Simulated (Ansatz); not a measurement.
Ansatz (a quantum-chemistry and plane-wave program) input (FCI/STO-3G):

Ansatz 0.2 input:
```yaml
crystal:
  periodic: [false, false, false]
  atoms:
    - {symbol: P, position_ang: [-0.18321895, -0.51575749, 0.25921760]}
    - {symbol: O, position_ang: [1.30228208, -0.16355425, -0.31807012]}
    - {symbol: O, position_ang: [-0.88910258, 0.96060963, -0.02928492]}
    - {symbol: H, position_ang: [1.29508314, 0.45268916, -1.06392980]}
    - {symbol: H, position_ang: [-1.85223500, 0.90723024, -0.04549401]}
basis:
  gaussian:
    orbitals: STO-3G
magnetization: {spin_polarized: true, initial_magnetization: 1}
correlation: {method: fci, electrons: outside_noble_gas}
```

End of the output:

```
integrals: 0.00 GiB planned
376 factors; integrals over basis functions are off by at most 4.6e-8 eV
mean field: 0.06 GiB planned
mean field evaluation 1: about -13215.4696 eV, gradient 1.5e1 eV
mean field evaluation 2: about -13215.5645 eV, gradient 1.5e1 eV
mean field evaluation 4: about -13217.1782 eV, gradient 1.2e0 eV
mean field evaluation 8: about -13217.2061 eV, gradient 1.4e-2 eV
mean field -13217.20614824 eV, -485.7233670036 hartree, gradient 1.8e-6 eV, S^2 0.753776; 0 other end points of the search recorded, 0 dependent functions left out
mean field evaluation 16: about -13217.1772 eV, gradient 9.8e-2 eV
7 core orbitals not correlated
reference -13217.17718083 eV, -485.7223024709 hartree; 10, 9 occupied and 4, 5 virtual orbitals, 376 factors
configuration interaction: 1.18 GiB planned
state -13220.63524752 eV, -485.8493840780 hartree
Total energy: -13220.63524752 eV, -485.8493840780 hartree
```

It need not be the lowest isomer of its formula.
